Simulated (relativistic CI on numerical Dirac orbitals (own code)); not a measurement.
What each ingredient does to the levels of Se23+

Base calculation: Dirac-Coulomb-Breit CI, KLI orbitals optimised for each configuration, model QED (radiative potential, 1s self-energy scaled to tabulated hydrogen-like ionisation energies), unscaled Slater integrals.

CI space (outside the closed core [Ne]): 3s, 3p, 3d, 4s, 4p, 4d, 4f, 5s, 5p, 5d, 5f, 5g, 6s, 6p, 6d, 7s, 7p. Levels of other configurations are missing.

Variants: (1) Breit term removed. Shifts of the energy above 3s ²S1/2, in eV, for the lowest level and the first level of each name with at least 55 % of one term (blank where a level changes its place among those of its configuration and J or its character, or is not in the variant):

| Level | Base | Δ(1) |
| --- | --- | --- |
| 3s ²S1/2 | 0.000 | 0.000 |
| 3p ²P°1/2 | 51.966 | -0.225 |
| 3p ²P°3/2 | 61.777 | -0.008 |
| 3d ²D3/2 | 131.285 | +0.134 |
| 3d ²D5/2 | 133.049 | +0.272 |
| 4s ²S1/2 | 480.186 | +0.226 |
| 4p ²P°1/2 | 501.276 | +0.132 |
| 4p ²P°3/2 | 505.179 | +0.222 |
| 4d ²D3/2 | 531.059 | +0.279 |
| 4d ²D5/2 | 531.845 | +0.331 |
| 4f ²F°5/2 | 544.278 | +0.361 |
| 4f ²F°7/2 | 544.587 | +0.367 |
| 5s ²S1/2 | 689.435 | +0.299 |
| 5p ²P°1/2 | 699.954 | +0.251 |

At this charge energies of transitions that change n are usually good to better than 1 %, and those within a shell (Δn = 0) to a few per cent.

Ionisation energy from the two ground configurations alone: base 1035.58 eV; Breit term removed 1035.95 eV. The NIST ASD value (semi-empirical) is 1036.36 eV.
